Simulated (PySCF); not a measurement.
C3H5O2, SMILES CCO[C]=O, multiplicity 2. Atoms are numbered in the order given.

```xyz
10

C     -1.7712    -0.1441     0.1013
C     -0.4931    -0.7491     0.6244
O      0.5301     0.2635     0.8161
C      1.2054     0.6329    -0.2371
O      1.1423     0.2690    -1.3649
H     -1.6227     0.2830    -0.9009
H     -2.1368     0.6452     0.7741
H     -2.5471    -0.9211     0.0275
H     -0.6248    -1.1936     1.6196
H     -0.0935    -1.5117    -0.0614
```
Charge 0, spin multiplicity 2.

Coordinates come from a PBE0-D3(BJ)/def2-SVP optimisation. The isomer is the one that the SMILES or the coordinates give; other isomers of the formula were not compared. Other conformers were not sampled.

Method: M06-2X/def2-TZVP (PySCF).

ESP charges are fitted to the potential on shells at 1.4 to 2.0 van der Waals radii. Atomic charges (e):

```csv
atom,ESP fit,meta-Löwdin,Mulliken,Mulliken spin
C1,-0.50,-0.34,-0.42,-0.01
C2,0.34,0.01,…,0.08
O3,-0.29,-0.32,-0.21,0.00
C4,0.23,0.41,0.23,0.72
O5,-0.31,-0.37,…,0.21
H6,0.17,0.13,…,0.00
H7,0.16,0.12,…,0.00
H8,0.11,0.12,…,0.00
H9,0.02,0.13,0.14,0.00
H10,0.05,0.12,0.16,0.00
```

Task: Some entries are withheld; supply them. (The exact figures need the calculation; the answer reports its results.)

Result: 
- C2, Mulliken: -0.12
- O5, Mulliken: -0.24
- H6, Mulliken: 0.16
- H7, Mulliken: 0.15
- H8, Mulliken: 0.15

Task: Give the Mayer and Wiberg (Löwdin basis) orders of the bonds. (The exact figures need the calculation; the answer reports its results.)

Result: 
| bond | Mayer | Wiberg |
|---|---|---|
| C1–C2 | 0.97 | 1.34 |
| C2–O3 | 0.81 | 1.28 |
| O3–C4 | 1.22 | 1.92 |
| C4–O5 | 2.10 | 2.92 |
| C1–H6 | 0.96 | 0.90 |
| C1–H7 | 0.96 | 0.90 |
| C1–H8 | 0.96 | 0.89 |
| C2–H9 | 0.96 | 0.88 |
| C2–H10 | 0.98 | 0.87 |
